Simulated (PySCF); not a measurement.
CrF4, SMILES [F][Cr+]([F])([F])[F] (connectivity only; charge and spin as stated), charge +1, multiplicity 2.

Coordinates come from a PBE0-D3(BJ)/def2-SVP optimisation. A frequency run showed that this geometry is not a minimum. The multiplicity is an assumed one; other spin states were not compared.

Computed with TDA-PBE/def2-SVPD (PySCF 2.14.0).

Vertical excitations; the highest root listed may be one member of a degenerate set. Isolated molecule, no solvent.

| state | energy (eV) | λ (nm) | f | main pairs |
|---|---|---|---|---|
| root 1 | 0.15 | 8485 | 0.000 | α HOMO→LUMO 100 % |
| root 2 | 1.84 | 674 | 0.000 | α HOMO→LUMO+1 (degenerate set) |
| root 3 | 1.84 | 674 | 0.000 | α HOMO→LUMO+2 (degenerate set) |
| root 4 | 2.11 | 588 | 0.001 | α HOMO→LUMO+3 98 % |
| root 5 | 3.73 | 332 | 0.001 | α HOMO−1→LUMO 67 %, β HOMO−2→LUMO 31 % |
| root 6 | 3.81 | 325 | 0.001 | α HOMO−2→LUMO, β HOMO→LUMO (degenerate set) |
| root 7 | 3.81 | 325 | 0.001 | α HOMO−3→LUMO, β HOMO−1→LUMO (degenerate set) |
| root 8 | 4.32 | 287 | 0.001 | α HOMO−2→LUMO, α HOMO−6→LUMO, β HOMO→LUMO (degenerate set) |
| root 9 | 4.32 | 287 | 0.001 | α HOMO−3→LUMO, α HOMO−5→LUMO, β HOMO−1→LUMO (degenerate set) |
| root 10 | 4.47 | 277 | 0.000 | α HOMO−4→LUMO 91 %, β HOMO−3→LUMO 7 % |
Unrestricted roots are not spin-pure.
